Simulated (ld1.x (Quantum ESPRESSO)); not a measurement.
Results of a calculation; reference values are marked as such.
Potentials for aluminium compared

Generated with ld1.x 7.5 (TM, RRKJ, ultrasoft, PAW), atompaw 4.2 or ONCVPSP 4.0.1. The cutoff is in Ry: for ld1.x and atompaw files where the sum of valence levels is converged to 10 mRy in a Bessel basis, for ONCV files where the hardest occupied wave has 1 mHa per electron of residual kinetic energy. The error is the largest all-electron minus pseudo excitation energy over each file’s own four to seven test configurations (ionisations up to +4, promotions, holes and added fractions of an electron), all of which were solved. The labels leave out finer settings (local radius, basis sizes, second energies), which also bear on the numbers. Spin-polarised tests are not counted. The rows are a selection from randomly drawn settings: files with unsolved tests, undetermined cutoffs or missed reference levels are left out.

| potential | cutoff (Ry) | largest error (meV) | bound ghosts |
| --- | --- | --- | --- |
| TM, PBEsol, non-relativistic, rc 1.30/2.20 (sp), local smoothed, core correction yes, reference 3s1 3p0 | 40 | +50 | none |
| TM, PBE, scalar-relativistic, rc 1.65/2.75 (sp), local p, core correction yes, reference 3s2 3p1 | 10 | +11 | none |
| TM, PBE, scalar-relativistic, rc 1.80/1.95 (sp), local smoothed, core correction yes, reference 3s1 3p2 | 8 | +23 | none |
| ultrasoft, PBE, scalar-relativistic, rc 1.95/2.70/2.65 (spd), local smoothed, core correction no, reference 3s1 3p2 | 6 | +16 | none |
| ultrasoft, PBEsol, non-relativistic, rc 1.75/2.65 (sp), local smoothed, core correction no, reference 3s2 3p1 | 10 | +22 | none |

**Question.** Fill in the row for Al: PAW, PBEsol, non-relativistic, rc 2.05/2.80/2.85 (spd), local smoothed, core correction yes, reference 3s1 3p2.

**Answer.** cutoff 6 Ry, largest error -12 meV, bound ghosts: none.
